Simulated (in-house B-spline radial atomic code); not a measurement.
How numerical settings move a run on Lu²⁺, [Xe] 4f14 6s1. Computed with a B-spline radial code for spherical atoms: Dirac-Kohn-Sham LDA VWN5, spherical fractional occupations, Fermi nucleus of rms radius 5.37 fm.

Command:
```bash
python run_scf.py task.json out
```
Settings of the sound reference run:
```
Z                71
electrons        69
configuration    [Xe] 4f14 6s1
hamiltonian      dirac
method           lda,vwn
spin_polarised   False
nucleus          fermi
rms_radius       5.37
mass_number      175
atomic_mass      174.9408
speed_of_light   137.036
knot_spacing     0.22
spline_order     8
gauss_points     12
box_radius       22.22
max_iterations   70
damping          0.5
damped_steps     3
diis_vectors     10
tolerance        1e-08
start            Thomas-Fermi
```

Run time, properties included: 2.2 s on 1 thread of Intel(R) Xeon(R) Platinum 8488C, on a shared host.

It converges in 11 iterations to -14569.650018 hartree, with 6s1/2 at -17.9106 eV. The other runs change the listed settings, some to values that make no sense; their results aren't properties of the atom or ion. Radii are in bohr (the nuclear one in fm), a minus after a letter asks for a j subshell, and «unchanged» means within 1e-8 hartree. The run stops when the residual is below 10 × tolerance × max(1, Z/10), or a noise floor if that is larger, and the energy moves by less than 1e-8 × √|E| hartree; so very loose and very tight tolerances often act alike.

```tsv
changed settings	outcome
first_knot = 0.0423	converged in 10 iterations, energy +6.70e+01 hartree from the reference, 6s1/2 level -2.1e-02 eV
diis_vectors = 0	converged in 54 iterations, energy unchanged, 6s1/2 level -5.2e-06 eV
first_knot = 0.00423	converged in 11 iterations, energy -1.07e+00 hartree from the reference, 6s1/2 level -2.1e-03 eV
diis_vectors = 20	converged in 11 iterations, energy unchanged
first_knot = 1.41e-05, max_iterations = 100, damped_steps = 30	converged in 34 iterations, energy -1.54e-07 hartree from the reference
first_knot = 0.0141	converged in 11 iterations, energy +5.86e+00 hartree from the reference, 6s1/2 level +6.9e-05 eV
knot_spacing = 1.4, max_iterations = 50, damped_steps = 8	converged in 13 iterations, energy +1.48e+03 hartree from the reference, 6s1/2 level +3.1e+00 eV (the program warns: 6s1/2 reaches the box edge; 1s1/2 reaches the box edge)
first_knot = 0.00141	converged in 11 iterations, energy -5.09e-01 hartree from the reference, 6s1/2 level -7.8e-04 eV
first_knot = 0.000141	converged in 11 iterations, energy +2.11e-05 hartree from the reference
knot_spacing = 0.4, max_iterations = 60, damped_steps = 0, diis_vectors = 1, tolerance = 0.01	not converged after 60 iterations, last residual 7.6e+00, last energy +6.58e+02 hartree from the reference
damped_steps = 30	converged in 34 iterations, energy unchanged, 6s1/2 level -2.8e-07 eV
diis_vectors = 2	converged in 14 iterations, energy unchanged, 6s1/2 level -5.7e-06 eV
electrons = 70, configuration = [Xe] 4f14 6s1 1f1, max_iterations = 100	stopped with error: there is no 1f shell
method = revtpss,revtpss	stopped with error: meta-GGAs are not served with the Dirac Hamiltonian
```

Problem. What happens with electrons = 70, configuration = [Xe] 4f14 6s1 7p-1, max_iterations = 50?

Solution. Converged in 11 iterations to -14569.8315 hartree, a different physical problem (warning: 7p1/2 reaches the box edge).

Problem. What happens with knot_spacing = 1, gauss_points = 5, max_iterations = 3, diis_vectors = 1?

Solution. Not converged after 3 iterations, last residual 3.3e-01, last energy +2.35e+02 hartree from the reference.

Problem. What happens with first_knot = 1.41e-06?

Solution. Converged in 10 iterations, energy -1.80e-08 hartree from the reference, 6s1/2 level +3.5e-05 eV.

Problem. What happens with damped_steps = 8?

Solution. Converged in 14 iterations, energy unchanged, 6s1/2 level +1.0e-05 eV.
